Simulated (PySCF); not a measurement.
Mo(F)2(OH)4 (F₂H₄MoO₄), SMILES [OH][Mo]([OH])([OH])([OH])([F])[F], multiplicity 1.

Geometry: PBE-D3(BJ)/def2-SVP. The multiplicity is an assumed one; other spin states were not compared. The def2 effective core potentials stand for the cores of Mo; spin–orbit coupling is left out. Other conformers were not sampled.

Method: PySCF with PBE-D3(BJ)/def2-SVP.

Frequencies are harmonic and unscaled.

| mode | ν (cm⁻¹) | IR (km/mol) | moving atoms (share of kinetic energy) |
|---|---|---|---|
| 1 | 55 | 10.4 | O 48 %, H 26 %, F 24 % |
| 2 | 106 | 0.9 | O 55 %, F 25 %, H 18 % |
| 3 | 149 | 0.4 | O 56 %, F 27 %, H 16 % |
| 4 | 170 | 10.6 | H 39 %, O 38 %, Mo 17 % |
| 5 | 240 | 0.5 | O 48 %, H 19 %, Mo 18 %, F 14 % |
| 6 | 242 | 39.6 | O 39 %, Mo 22 %, H 20 %, F 19 % |
| 7 | 276 | 0.1 | F 66 %, O 25 %, H 9 % |
| 8 | 333 | 12.7 | O 51 %, F 34 %, H 14 % |
| 9 | 334 | 61.1 | F 37 %, O 36 %, H 19 % |
| 10 | 380 | 68.5 | H 66 %, O 30 % |
| 11 | 387 | 39.1 | O 48 %, H 40 %, F 11 % |
| 12 | 516 | 133.8 | H 68 %, O 23 %, F 9 % |
| 13 | 521 | 7.5 | H 72 %, O 26 % |
| 14 | 549 | 49.5 | F 49 %, H 27 %, O 22 % |
| 15 | 569 | 1.7 | H 39 %, O 35 %, F 25 % |
| 16 | 593 | 224.1 | H 41 %, O 34 %, F 23 % |
| 17 | 630 | 270.5 | H 45 %, F 28 %, O 23 % |
| 18 | 661 | 17.5 | O 57 %, F 21 %, H 14 % |
| 19 | 663 | 417.0 | O 57 %, Mo 20 %, F 13 %, H 9 % |
| 20 | 713 | 15.0 | O 71 %, H 21 % |
| 21 | 742 | 45.7 | H 71 %, O 14 %, Mo 11 % |
| 22 | 757 | 300.3 | O 50 %, H 30 %, Mo 19 % |
| 23 | 795 | 69.8 | H 73 %, O 15 %, Mo 9 % |
| 24 | 3680 | 176.2 | H 94 % |
| 25 | 3681 | 88.3 | H 94 % |
| 26 | 3718 | 415.9 | H 94 % |
| 27 | 3723 | 47.7 | H 94 % |
